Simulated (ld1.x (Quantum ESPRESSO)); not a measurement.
# Before and after: RRKJ potential for boron

boron, norm-conserving RRKJ (Kleinman–Bylander form), made with ld1.x (Quantum ESPRESSO) 7.5 (PBE, non-relativistic). Core [He], reference 2s2 2p0 (charge +1). Waves: 2p (bound, empty): rc 2.40 bohr; 2s (bound): rc 1.20 bohr. Local part: the s channel. Core correction: a·sin(br)/r model core, default radius (core density twice the valence density).

Change: wave 2s (bound): rc 1.20 bohr becomes 2s (bound): rc 1.70 bohr.

Cutoffs: the cutoffs (Ry, on a coarse ladder) from which the occupation-weighted sum of valence levels, in a spherical-Bessel basis at the reference potential, stays within 10 and 1 mRy of its value at 400 Ry; they do not see the model core or the augmentation charge, which bear on the density cutoff. Errors are all-electron minus pseudo energies relative to the spin-unpolarised reference configuration.

Question: Predict the effect on cutoff, ghosts and configuration errors.

Answer: The potential gets softer (21 Ry and 60 Ry → 18 Ry and 40 Ry); of the 7 tests that both files solve, the error grows in 3 and shrinks in 2 by more than 15 % and 0.3 meV (median size 43.8 → 50.4 meV); neither file shows a bound ghost. A larger radius leaves more room for a smooth pseudo-wave, so fewer plane waves are needed.

```csv
quantity,base,changed
"cutoff, loose",21 Ry,18 Ry
"cutoff, tight",60 Ry,40 Ry
bound ghosts,none,none
"error for 2s2 2p1, meV [ΔE -8.22 eV]",+44,+50
"error for 2s1 2p0, meV [ΔE 25.42 eV]",+24,+12
"error for 2s2 2p0.5, meV [ΔE -5.33 eV]",+18,+20
"error for 2s2 2p1.3, meV [ΔE -8.96 eV]",+53,+61
"error for 2s1 2p2, meV [ΔE -2.38 eV]",+72,+86
"error for 2s0 2p3, meV [ΔE 3.49 eV]",+91,+114
"error for 2s1 2p1, meV [ΔE 6.13 eV]",-1.7,-0.2
s: phases at 2.61 bohr within 0.05 rad from the reference energy up to (Ry; the scan ends near 5),1.3,1.0
p: phases at 2.61 bohr within 0.05 rad from the reference energy up to (Ry; the scan ends near 5),0.8,0.8
```
